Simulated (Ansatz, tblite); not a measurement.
Isomers of Ta$_{2}$O$_{7}$H$_{4}$ (singlet), found by a short tight-binding search and relaxed with PBE-D4/def2-SVP in Ansatz.

In the def2 sets Ta takes a core potential; there is no spin–orbit coupling. The xTB rows come from tblite. HSE06 is defined as in plane-wave codes, on full-range PBE exchange.

Run but left out: HF/def2-TZVP, MP2/def2-TZVP (C: restricted singlet, unstable towards broken spin symmetry).

A: It holds 1 O–O bond. B: It holds 2 O–O bonds. C: The restricted singlet is unstable towards broken spin symmetry in Hartree–Fock (as tested in another run); at PBE-D4/def2-TZVP, r2SCAN-D4/def2-TZVP, PBE0-D4/def2-TZVP, r2SCAN0-D4/def2-TZVP and others this wasn't settled. It holds 2 O–O bonds.

Other spin states weren't relaxed.

A:

```xyz
13

Ta    0.8315   -0.4393    1.1083
Ta   -0.1303    0.2796   -1.8339
O     0.8384    1.1937    1.7324
O     1.4134   -0.1407   -0.7265
O     2.0168   -1.5613    2.1156
O    -0.8098   -1.2680    0.1531
O    -1.5546    1.1210   -0.7682
O     0.3467    1.4371   -3.0367
O    -1.3834   -0.5286    1.3062
H     2.6135   -1.3425    2.8538
H    -1.7268    0.2853    0.8022
H    -0.6572   -1.0989   -2.8517
H    -1.7981    2.0627   -0.8547
```

B:

Cartesian coordinates in Å:
```
Ta -0.288 -1.401 -0.941
Ta -0.135 1.034 1.299
O 0.887 1.029 2.874
O 1.338 -1.991 -0.847
O -0.764 -0.677 0.972
O 0.732 1.871 -1.095
O -0.835 -1.343 -2.764
O -0.296 0.883 -0.794
O 1.019 2.280 0.230
H -1.576 1.985 1.704
H -1.211 -2.868 -0.500
H 1.587 0.765 3.491
H -0.456 -1.566 -3.630
```

C:

```xyz
13

Ta    0.135   -2.000   -0.649
Ta   -0.028    1.441    0.615
O     0.796   -0.264    1.781
O     1.128    2.710    0.373
O     1.655   -2.738   -0.324
O     0.273    0.233   -0.993
O    -1.757    2.218    0.426
O    -0.354   -1.021    1.087
O     0.197    0.781    2.520
H    -2.071    3.119    0.233
H     0.404   -1.644   -2.395
H    -1.046   -3.347   -0.833
H     0.669    0.512   -1.842
```

Estimate which lies lowest at each level, and how far above it the others are (kJ/mol).


```json
{"level": "GFN1-xTB", "A": "0.0", "B": "229.9", "C": "336.3"}
{"level": "GFN2-xTB", "A": "0.0", "B": "109.0", "C": "226.7"}
{"level": "PBE-D4/def2-TZVP", "A": "0.0", "B": "325.0", "C": "396.1"}
{"level": "r2SCAN-D4/def2-TZVP", "A": "0.0", "B": "336.6", "C": "412.6"}
{"level": "PBE0-D4/def2-TZVP", "A": "0.0", "B": "337.5", "C": "423.3"}
{"level": "r2SCAN0-D4/def2-TZVP", "A": "0.0", "B": "345.5", "C": "433.8"}
{"level": "HSE06-D4/def2-TZVP", "A": "0.0", "B": "337.6", "C": "423.1"}
```
Point groups (tolerance 0.1 Å): A not assigned, B not assigned, C not assigned. Lower isomers may exist.
